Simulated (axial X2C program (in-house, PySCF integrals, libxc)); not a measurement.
**Estimating the spin–orbit splitting of the π levels of MgBr⁻**

Computed with an in-house all-electron X2C program for linear molecules (integrals from PySCF). Spin-free means the one-electron spin-free X2C Hamiltonian; two-component (2c) means X2C with spin–orbit coupling and atomic mean-field two-electron Coulomb and Gaunt terms, so the difference of the two also holds small scalar two-electron terms. Basis: Br dyall-acv3z [9s10p7d5f1g], Mg dyall-av3z [10s9p6d4f] (cores contracted in-house); Gaussian nuclei, density fitting, unrestricted open shells. Masses: Br 78.918 u, Mg 23.985 u.

Hartree–Fock at 2.592 Å, closed shell. Valence p splittings ε(p3/2) − ε(p1/2) of spherical Dirac–Hartree–Fock atoms with fractionally filled p shells: Br 4p 0.556 eV.

```json
{"filled π level (eV), spin-free": "-6.01", "Mg p share": "0.03", "Br p share": "0.89"}
```

Question: In first order a p shell splits by 3ζ/2 and a π orbital by ζ. Estimate the splitting of each π level from the shares.

Answer: level -6.01 eV: (2/3) × (0.89 × 0.556) = 0.33 eV.

The two-component Hartree–Fock calculation gives:

```csv
ε(ω = 1/2) (eV),σ share of it,ε(ω = 3/2) (eV),splitting (eV),estimate (eV)
-6.129,0.07,-5.830,0.30,0.33
```

The estimate leaves out the mixing of π1/2 with σ1/2 levels, which pushes the ω = 1/2 spinor up or down, the d and f parts of the orbital, small shares of the strongly split outer-core p shell of a metal, the Gaunt term (absent from the atomic values), and the change of the atomic p orbitals with charge; Löwdin shares depend on the basis.
